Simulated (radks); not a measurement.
Valence configurations of Be (all share [He]). Calculated with a radial shooting solver on a logarithmic mesh with Libxc functionals: scalar-relativistic Kohn-Sham, PBE, spin-polarised, spherical densities, point nucleus; open shells are filled with parallel spins first. Energies are relative to 2s2; eigenvalues in eV for spin up.

| valence | E (eV) | moment (Bohr magnetons) | e(2p) | e(2s) |
|---|---|---|---|---|
| 2s2 | 0.000 | 0 | - | -5.610 |
| 2s1 2p1 | 2.442 | 2 | -3.034 | -6.810 |
| 2s1.5 2p0.5 | 1.530 | 1 | -2.655 | -6.346 |
| 2s0.5 2p1.5 | 4.327 | 2 | -3.229 | -6.995 |
| 2p2 | 6.207 | 2 | -3.406 | - |

NIST lists [He] 2s2 as the ground configuration; this level of theory agrees among the configurations tried. The energies are those of spherical high-spin densities, not of single terms.
